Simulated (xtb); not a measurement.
xtb input (GFN2-xTB):

```bash
xtb mol.xyz --gfn 2 --sp --chrg 0 --uhf 0
```
mol.xyz:
```
17

C      2.70238086    -0.70723685     0.97202246
O      1.58317738     0.04632677     1.42485517
Si     0.04768891    -0.13054309     0.94940747
I     -0.07556476     0.20685014    -1.50436968
O     -0.47351188    -1.62092955     1.29891606
C     -1.75380372    -2.16351264     0.99562015
O     -0.88866565     0.96964019     1.67597145
C     -0.77080335     2.38411346     1.57154036
H      3.58463840    -0.32571287     1.48323191
H      2.57694270    -1.76537808     1.20934296
H      2.83399787    -0.59277255    -0.10635835
H     -1.92880554    -2.16034982    -0.08266304
H     -1.77066699    -3.18985160     1.35841209
H     -2.54206323    -1.59276675     1.49020552
H      0.19844104     2.71945581     1.94547812
H     -0.88785769     2.70567070     0.53412554
H     -1.56198075     2.82576797     2.17507466
```

End of the output:

```
         :::::::::::::::::::::::::::::::::::::::::::::::::::::
         ::                     SUMMARY                     ::
         :::::::::::::::::::::::::::::::::::::::::::::::::::::
         :: total energy             -28.931115352705 Eh    ::
         :: gradient norm              0.025756304281 Eh/a0 ::
         :: HOMO-LUMO gap              7.006894188140 eV    ::
         ::.................................................::
         :: SCC energy               -29.152644300507 Eh    ::
         :: -> isotropic ES            0.082091158183 Eh    ::
         :: -> anisotropic ES         -0.008662770508 Eh    ::
         :: -> anisotropic XC         -0.010032276864 Eh    ::
         :: -> dispersion             -0.013701373261 Eh    ::
         :: repulsion energy           0.221528947802 Eh    ::
         :: add. restraining           0.000000000000 Eh    ::
         :: total charge              -0.000000000000 e     ::
         :::::::::::::::::::::::::::::::::::::::::::::::::::::

           -------------------------------------------------
          |                Property Printout                |
           -------------------------------------------------

    * Orbital Energies and Occupations

         #    Occupation            Energy/Eh            Energy/eV
      -------------------------------------------------------------
         1        2.0000           -0.8327754             -22.6610
       ...           ...                  ...                  ...
        13        2.0000           -0.5482469             -14.9186
        14        2.0000           -0.5430257             -14.7765
        15        2.0000           -0.5430256             -14.7765
        16        2.0000           -0.5411814             -14.7263
        17        2.0000           -0.4925069             -13.4018
        18        2.0000           -0.4647392             -12.6462
        19        2.0000           -0.4647392             -12.6462
        20        2.0000           -0.4634183             -12.6103
        21        2.0000           -0.4499412             -12.2435
        22        2.0000           -0.4499411             -12.2435
        23        2.0000           -0.4352056             -11.8425
        24        2.0000           -0.4157747             -11.3138
        25        2.0000           -0.4157747             -11.3138 (HOMO)
        26                         -0.1582761              -4.3069 (LUMO)
        27                         -0.1175525              -3.1988
        28                         -0.1175525              -3.1988
        29                         -0.1068683              -2.9080
        30                         -0.0135576              -0.3689
        31                         -0.0135576              -0.3689
        32                          0.0198063               0.5390
        33                          0.0198063               0.5390
        34                          0.0875856               2.3833
        35                          0.0993546               2.7036
        36                          0.0993546               2.7036
       ...                                ...                  ...
        51                          0.8479187              23.0730
      -------------------------------------------------------------
                  HL-Gap            0.2574986 Eh            7.0069 eV
             Fermi-level           -0.2870254 Eh           -7.8104 eV

     #   Z          covCN         q      C6AA      α(0)
     1   6 C        3.685     0.040    20.103     6.419
     2   8 O        1.619    -0.358    20.078     6.048
     3  14 Si       3.362     0.682   105.952    20.471
     4  53 I        0.865    -0.198   386.549    33.940
     5   8 O        1.619    -0.358    20.078     6.048
     6   6 C        3.685     0.040    20.103     6.419
     7   8 O        1.619    -0.358    20.078     6.048
     8   6 C        3.685     0.040    20.103     6.419
     9   1 H        0.925     0.061     2.193     2.316
    10   1 H        0.924     0.046     2.373     2.409
    11   1 H        0.924     0.051     2.307     2.375
    12   1 H        0.924     0.051     2.307     2.375
    13   1 H        0.925     0.061     2.193     2.316
    14   1 H        0.924     0.046     2.373     2.409
    15   1 H        0.924     0.046     2.373     2.409
    16   1 H        0.924     0.051     2.307     2.375
    17   1 H        0.925     0.061     2.193     2.316

 Mol. C6AA /au·bohr⁶  :       4884.459320
 Mol. C8AA /au·bohr⁸  :     204233.371043
 Mol. α(0) /au        :        113.112581

Wiberg/Mayer (AO) data.
largest (>0.10) Wiberg bond orders for each atom

 ---------------------------------------------------------------------------
     #   Z sym  total        # sym  WBO       # sym  WBO       # sym  WBO
 ---------------------------------------------------------------------------
     1   6 C    3.930 --    10 H    0.987    11 H    0.983     9 H    0.982
                             2 O    0.977
     2   8 O    2.275 --     3 Si   1.141     1 C    0.977
     3  14 Si   4.343 --     2 O    1.141     5 O    1.141     7 O    1.141
                             4 I    0.918
     4  53 I    1.078 --     3 Si   0.918
     5   8 O    2.275 --     3 Si   1.141     6 C    0.977
     6   6 C    3.930 --    14 H    0.987    12 H    0.983    13 H    0.982
                             5 O    0.977
     7   8 O    2.275 --     3 Si   1.141     8 C    0.977
     8   6 C    3.930 --    15 H    0.987    16 H    0.983    17 H    0.982
                             7 O    0.977
     9   1 H    0.996 --     1 C    0.982
    10   1 H    0.998 --     1 C    0.987
    11   1 H    0.997 --     1 C    0.983
    12   1 H    0.997 --     6 C    0.983
    13   1 H    0.996 --     6 C    0.982
    14   1 H    0.998 --     6 C    0.987
    15   1 H    0.998 --     8 C    0.987
    16   1 H    0.997 --     8 C    0.983
    17   1 H    0.996 --     8 C    0.982
 ---------------------------------------------------------------------------

Topologies differ in total number of bonds
Note: The following floating-point exceptions are signalling: IEEE_UNDERFLOW_FLAG IEEE_DENORMAL
normal termination of xtb
Writing topology from bond orders to xtbtopo.mol

molecular dipole:
                 x           y           z       tot (Debye)
 q only:        0.004      -0.011       0.081
   full:        0.088      -0.240       1.746       4.485
molecular quadrupole (traceless):
                xx          xy          yy          xz          yz          zz
 q only:        4.788       0.098       4.556      -0.712       1.948      -9.344
  q+dip:        7.889       0.161       7.506      -1.173       3.210     -15.395
   full:        8.527       0.174       8.114      -1.267       3.469     -16.641

           -------------------------------------------------
          | TOTAL ENERGY              -28.931115352705 Eh   |
          | GRADIENT NORM               0.025756304281 Eh/α |
          | HOMO-LUMO GAP               7.006894188140 eV   |
           -------------------------------------------------

------------------------------------------------------------------------
------------------------------------------------------------------------
 total:
 SCF:
```
